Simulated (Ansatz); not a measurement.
System: CsBr (charge +1, doublet). 
Coordinates optimised at B3LYP-D3(BJ)/def2-TZVP (Ansatz, a first-principles code):
```xyz
2

Cs     0.0000     0.0000    -1.5281
Br     0.0000     0.0000     2.4014
```
Charge +1, spin multiplicity 2.

Basis-set convergence of Hartree-Fock and CCSD correlation energies (hartree) with Ansatz. Valence correlation only, unless marked. Open shells are spin-unrestricted. Spin-orbit coupling is left out. The frozen core is the preceding noble-gas configuration, with the filled d and f shells of earlier blocks. The outer core of K, Ca and their heavier congeners is not correlated, a term that matters for these elements. Past Kr the def2 sets carry scalar-relativistic core potentials.

```json
[
 {"basis": "def2-SVP", "functions": "56", "E(HF)": "-2591.81461", "E(corr, CCSD)": "-0.11287"},
 {"basis": "def2-TZVPP", "functions": "84", "E(HF)": "-2592.12900", "E(corr, CCSD)": "-0.15340"},
 {"basis": "def2-QZVPP", "functions": "151", "E(HF)": "-2592.17873", "E(corr, CCSD)": "-0.16828"}
]
```

Extrapolating the two largest sets (X = 3 and 4) as X^-3: E(corr) = (64·(-0.16828) - 27·(-0.15340))/37 = -0.1791 Eh, an estimate of the basis-set limit. The largest set recovers 93.9 % of it, the smallest 63.0 %.
